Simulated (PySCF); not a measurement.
**Two-component Hartree-Fock for Rh⁺ (rhodium, charge +1)**

Start: [Kr] 4d7 5p1; 4d3/2 filled at m_j = +1/2, +3/2; 4d5/2 filled at m_j = -3/2, -1/2, +1/2, +3/2, +5/2; 5p3/2 filled at m_j = +3/2. Calculated with PySCF 2.14 in x2c-TZVPall-2c with one added diffuse shell each of s, p, d type (9s10p8d1f, 86 functions): generalised Hartree-Fock with the X2C-1e Hamiltonian and a Gaussian nucleus; one run each with spin-orbit coupling (SO) switched off, then screened by Boettger's factors. This is a chosen level, not necessarily the ground level.

| spinor shell | electrons | ε, spin-free (eV) | ε, screened SO (eV) | weight of nominal j (screened SO) | rms radius, screened SO (bohr) |
| --- | --- | --- | --- | --- | --- |
| 1s1/2 | 2 | -23355.8 | -23354.2 | 1.000 | 0.0374 |
| 2s1/2 | 2 | -3479.5 | -3479.1 | 1.000 | 0.154 |
| 2p1/2 | 2 | -3113.0 | -3213.0 | 1.000 | 0.134 |
| 2p3/2 | 4 | -3113.0 | -3066.4 | 1.000 | 0.138 |
| 3s1/2 | 2 | -668.12 | -668.00 | 1.000 | 0.415 |
| 3p1/2 | 2 | -544.50 | -562.38 | 1.000 | 0.411 |
| 3p3/2 | 4 | -544.50 | -536.14 | 1.000 | 0.422 |
| 3d3/2 | 4 | -347.07 | -350.34 | 0.992 | 0.401 |
| 3d5/2 | 6 | -347.07 | -344.77 | 0.995 | 0.405 |
| 4s1/2 | 2 | -114.46 | -114.45 | 1.000 | 1.05 |
| 4p1/2 | 2 | -76.861 | -81.906 | 0.831 | 1.15 |
| 4p3/2 | 4 | -76.861 | -74.454 | 0.915 | 1.16 |
| 4d5/2 | 5 | -25.137 | -25.961 | 0.539 | 1.57 |
| 4d3/2 | 2 | -25.137 | -23.286 | 0.632 | 1.59 |
| 5p3/2 | 1 | -9.989 | -9.914 | 1.000 | 4.20 |

| quantity | spin-free | screened SO |
| --- | --- | --- |
| E (hartree) | -4780.35507 | -4781.10473 |
| M_J | 6 | 6 |
| ⟨J²⟩ | 42.007 | 42.009 |
| ⟨L²⟩ | 20.007 | 20.207 |
| ⟨S²⟩ | 6.001 | 5.937 |

Each row is a mean over spinors that exchange with the open shell spreads, by up to 8.954 eV (4p3/2).

Rows whose weight is well below 1 are mixtures of j = l ± 1/2: exchange outweighs spin-orbit coupling there, and the label is only the starting occupation.

Breit and QED terms are absent; they matter most for the inner s and p1/2 levels.

Densities and radii are taken from the X2C orbitals without a picture-change correction, which distorts them close to the nucleus.

Without spin-orbit coupling the j labels of p, d and f shells carry no meaning; the spin-free column gives the mean over the occupied spinors of each nl shell.
